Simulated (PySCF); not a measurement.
**From computed data to an observable: entropy of an ideal gas**

C₂H₇O, SMILES C[OH+]C, charge +1.

Coordinates come from a B3LYP-D3(BJ)/def2-TZVP optimisation. The isomer is the one that the SMILES or the coordinates give; other isomers of the formula were not compared.

PySCF with B3LYP-D3(BJ)/def2-TZVP gives the harmonic wavenumbers 148, 203, 337, 652, 798, 908, 1090, 1145, 1199, 1266, 1428, 1461, 1475, 1482, 1484, 1487, 1496, 3083, 3083, 3194, 3194, 3207, 3208, 3685 cm⁻¹ and the rotational temperatures 1.6625, 0.4194, 0.3726 K. The molar mass is 47.08 g/mol, the symmetry number 1, the spin multiplicity 1.

Problem. Work out the entropy at 298.15 K and 1 atm in the rigid-rotor, harmonic-oscillator model.

Solution. 
Translation (Sackur–Tetrode at 1 atm): S = R[1.5 ln M + 2.5 ln T − 1.16487] = 156.8 J/(mol K).
Rotation: q = (√π/σ) T^1.5/√(θA θB θC) = 17900, S = R[ln q + 3/2] = 93.9 J/(mol K).
Vibration: with u = 1.4388 ν/T, each mode gives R[u/(e^u − 1) − ln(1 − e^−u)]:
| ν (cm⁻¹) | modes | u | S (J/(mol K)) |
|---|---|---|---|
| 148 | 1 | 0.71 | 11.29 |
| 203 | 1 | 0.98 | 8.81 |
| 337 | 1 | 1.63 | 5.13 |
| 652 | 1 | 3.15 | 1.54 |
| 798 | 1 | 3.85 | 0.87 |
| 908 | 1 | 4.38 | 0.57 |
| 1090 | 1 | 5.26 | 0.27 |
| 1145 | 1 | 5.53 | 0.22 |
| 1199 | 1 | 5.79 | 0.17 |
| 1266 | 1 | 6.11 | 0.13 |
| 1428 | 1 | 6.89 | 0.07 |
| 1461 | 1 | 7.05 | 0.06 |
| 1475 | 1 | 7.12 | 0.05 |
| 1482 | 1 | 7.15 | 0.05 |
| 1484 | 1 | 7.16 | 0.05 |
| 1487 | 1 | 7.18 | 0.05 |
| 1496 | 1 | 7.22 | 0.05 |
The stiffer modes add less than 0.005 each. Sum 29.4 J/(mol K).
Spin: R ln 1 = 0.0 J/(mol K).
Total 280.1 J/(mol K); the program's own thermochemistry gives 280.1. Translation makes up 56 % and vibration 10 %. Anharmonicity, hindered rotation and orbital degeneracy are left out.
